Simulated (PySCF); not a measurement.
These are PBE-D3(BJ)/def2-TZVP // B3LYP-D3(BJ)/def2-TZVP in PySCF 2.14.0 values and carry that method's errors. All species are isolated molecules in the gas phase. One relaxed conformer stands for a flexible species; it need not be the lowest. Delta-SCF ions had no search for a lower state. 

Reference species (SMILES): `B/C=N\C` (neutral, multiplicity 1).

| Quantity | Value |
|---|---|
| LUMO | -3.55 eV |
| vertical ionisation energy (Delta-SCF) | 9.10 eV |

Changed species: `B/C=C\N`.

Task: What does the change do to the LUMO and vertical ionisation energy (Delta-SCF)?

Result: the LUMO rises by 1.39 eV, to -2.16 eV; the vertical ionisation energy (Delta-SCF) falls by 0.42 eV, to 8.68 eV.
